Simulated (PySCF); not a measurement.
BeO, SMILES [O]=[Be].

The structure is a stationary point at B3LYP-D3(BJ)/def2-TZVPD.

Level of theory: ωB97X/def2-TZVPD (PySCF).

```
Quantity                                                                                                        Value
---------------------------------------------------------------------------------------------  ----------------------
total energy                                                                                        -89.90585 hartree
point group                                                                                                       C∞v
highest occupied level                                                                                       -9.76 eV
lowest empty level                                                                                           -1.84 eV
orbital gap                                                                                                   7.92 eV
dipole moment                                                                                                  6.83 D
quadrupole, principal values (traceless, Buckingham form, about the centre of nuclear charge)  -3.50, -3.50, 7.01 D·Å
mean static polarisability                                                                       25.5 bohr³ (3.78 Å³)
polarisability, principal values                                                               25.1, 25.1, 26.3 bohr³
```
